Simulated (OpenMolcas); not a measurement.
# Computed transition rates of Cu III

```json
{
  "Program": "OpenMolcas 26.06",
  "Method": "MS-CASPT2, IPEA 0.25 Eh, imaginary shift 0.1 Eh (closed shells correlated: 3s 3p)",
  "Basis": "ANO-RCC-VTZP [6s5p3d2f1g]",
  "Scalar Hamiltonian": "DKH2, point nucleus",
  "Active space": "9 electrons in 6 orbitals (3d 4s)",
  "State averaging": "2S+1 = 2 even, 29 roots; 2S+1 = 4 even, 10 roots kept (CI in the orbitals of an earlier block)",
  "Spin-orbit coupling": "RASSI with atomic mean-field integrals over the reference wave functions, term energies averaged over their components"
}
```

Rates come from the transition moments of the reference wave functions (E1 and E2 in the length form). At fixed line strength A goes as λ^-3 for E1 and M1 and as λ^-5 for E2, so a rate at the computed wavelength can be rescaled to the measured one. Measured vacuum wavelengths follow from level energies in Sugar and Musgrove, J. Phys. Chem. Ref. Data 19, 527 (1990). Branching counts decays inside the model space alone, at computed energies, and the table is only a selection of the E2 and M1 lines, drawn from those between levels with measured partners whose computed energy lies within a factor of 1.5 of the measured one.

```tsv
Upper	Lower	Type	λ computed (nm)	λ measured (nm)	A computed (s-1)	A rescaled (s-1)	Branching %
3d8 4s 2F 7/2	3d9 2D 5/2	E2	146.1	149.2	1.46e+02	1.31e+02	92.1
3d8 4s 2F 7/2	3d9 2D 3/2	E2	151	154	1.23e+01	1.11e+01	7.8
3d8 4s 4F 7/2	3d9 2D 5/2	E2	155.3	161.1	4.36e+00		93.4
3d8 4s 4F 5/2	3d9 2D 3/2	E2	158.1	163.7	1.67e+00		90.8
3d8 4s 4F 7/2	3d9 2D 3/2	E2	160.8	166.7	2.56e-01		5.5
3d8 4s 4F 3/2	3d9 2D 3/2	E2	156.3	161.8	2.14e-01		53.2
3d9 2D 3/2	3d9 2D 5/2	M1	4576	4827	1.70e-01	1.45e-01	100.0
3d8 4s 4F 3/2	3d9 2D 5/2	E2	151.1	156.5	1.64e-01		40.7
3d8 4s 4F 5/2	3d9 2D 5/2	E2	152.8	158.4	1.04e-01		5.7
3d8 4s 4F 5/2	3d8 4s 4F 7/2	M1	9497	9228	6.57e-02	7.16e-02	3.6
3d8 4s 4F 7/2	3d8 4s 4F 9/2	M1	8480	7937	5.34e-02	6.51e-02	1.1
3d8 4s 4F 9/2	3d9 2D 5/2	E2	158.2	164.5	3.60e-02		100.0
3d8 4s 4F 3/2	3d8 4s 4F 5/2	M1	13750	13550	2.45e-02	2.56e-02	6.1
```

Spin-changing lines and M1 lines between different terms are not rescaled, since their strength hangs on the term gaps too.

The largest correction is for 3d8 4s 4F 7/2 → 3d8 4s 4F 9/2 (M1): 5.34e-02 × (8480 / 7937)^3 = 6.51e-02 s-1, a factor of 1.22.

These are rates of the free ion; in crystals, glasses and complexes forced electric-dipole and non-radiative decay shorten such lifetimes by orders of magnitude. No measured rate stands beside these. Rescaling mends the energy factor alone: line strengths can still be far off where a level mixes with configurations outside the active space, and weak or spin-changing lines hang on small mixing coefficients that depend on the term gaps too, so rescaling need not improve them.

Term energies are means over components that CASPT2 splits; among the terms shown or strongly mixed into the levels shown the widest spread is 1200 cm-1 (3d8 4s 4F). Terms from blocks run as CI alone lack orbitals of their own. A single d shell beside an s shell can misplace configurations of different d count against each other. Measured partners are found by configuration, term and J. A level has none where our copy of the source lacks it or the pairing is in doubt (some pairs that miss far off the trend of their configuration count as doubtful). Only configurations of the active space appear.
